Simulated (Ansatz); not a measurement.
System: sum formula SnO$_{2}$H$_{2}$, net charge -1, doublet state. 
Structure (B3LYP-D3(BJ)/def2-TZVP (Ansatz, a program for electronic structure) minimum search):
```xyz
5

Sn    -0.0462    -0.0162     0.4005
O      0.6889    -1.3561    -1.0490
H      1.4091    -0.9025    -1.4999
O     -0.4831     1.4507    -1.0388
H     -0.7458     0.9555    -1.8234
```
Charge -1, spin multiplicity 2.

Basis-set convergence of Hartree-Fock and MP2 correlation energies (hartree) with Ansatz. Valence correlation only, unless marked. Open shells are spin-unrestricted. No spin-orbit coupling. Frozen are the shells of the preceding noble gas and the d and f shells that filled before the atom's block. In def2 rows, elements after Kr have scalar-relativistic effective core potentials. This anion needs diffuse functions, which these sets lack.

```csv
basis,functions,E(HF),"E(corr, MP2)"
def2-SVP,64,-364.14376,-0.45159
def2-TZVPP,140,[?],[?]
```

Problem. Some entries are withheld; supply them.

Solution. 
- def2-TZVPP, E(HF): -364.36304
- def2-TZVPP, E(corr, MP2): -0.58905
